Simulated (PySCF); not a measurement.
CaF, SMILES [F][Ca+], charge +1.

Coordinates come from a PBE-D3(BJ)/def2-TZVPD optimisation. The multiplicity is an assumed one; other spin states were not compared.

The numbers are results of IEF-PCM-PBE0/def2-TZVPD run with PySCF 2.14.0, not measurements.

The values are the electrostatic part of the solvation free energy, E(continuum) − E(gas) at the gas-phase geometry, in a cavity of scaled van der Waals radii (PySCF's table); cavitation and dispersion terms are not included. A continuum can't describe solvent molecules that bind to the metal. In vacuum the orbital gap is 7.94 eV.

```csv
solvent,ε,ΔG(elec) (kcal/mol),gap (eV)
water,78.36,-73.2,9.27
ethylethanoate,5.99,?,?
chlorobenzene,5.70,-60.0,8.96
```

### Question
Complete the blanks. (An estimate is asked for; the answer gives what the named calculation found.)

### Answer

- ethylethanoate, ΔG(elec) (kcal/mol): -60.7
- ethylethanoate, gap (eV): 8.97
